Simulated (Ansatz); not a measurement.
C₂H₈SSi₂, SMILES `C=C[SiH2]S[SiH3]`, relaxed with RKS PBE-D4/def2-SVP in the Gaussian-basis code of Ansatz from a rough embedded geometry. The force threshold is 0.03 eV/Å; the program also tests the step.

Total charge 0; spin multiplicity 1.

Start:

```xyz
13

C     1.124    0.269    2.555
C     0.192    0.838    1.834
Si   -0.512    0.160    0.294
S     0.909    0.239   -1.220
Si   -0.297   -0.613   -2.737
H     1.550    0.809    3.474
H     1.654   -0.656    2.318
H    -0.249    1.737    2.153
H    -1.764    0.911   -0.024
H    -0.889   -1.288    0.527
H    -1.555    0.204   -2.887
H     0.429   -0.656   -3.982
H    -0.592   -1.955   -2.306
```

(1) How much energy does the relaxation release, and in how many steps? (Estimate.)

(2) Which bonds change most? (Estimate.)

(3) Give the relaxed structure. (An estimate is asked.)

Results:

(1) Ansatz gave: 43.27 kJ/mol, in 18 steps, 1 of them rejected.

(2) Computed: Si3–S4 from 2.079 to 2.174 Å; Si5–H13 from 1.440 to 1.506 Å; Si5–H12 from 1.442 to 1.501 Å; C2–H8 from 1.051 to 1.106 Å.

(3) Ansatz gave: 
```xyz
13

C     0.948    0.348    2.859
C     0.407    0.926    1.768
Si   -0.318   -0.063    0.355
S     0.882    0.342   -1.411
Si   -0.441   -0.498   -2.902
H     1.369    0.941    3.689
H     0.989   -0.750    2.972
H     0.396    2.030    1.697
H    -1.744    0.334    0.064
H    -0.284   -1.528    0.704
H    -1.728    0.275   -2.999
H     0.298   -0.423   -4.206
H    -0.774   -1.933   -2.590
```
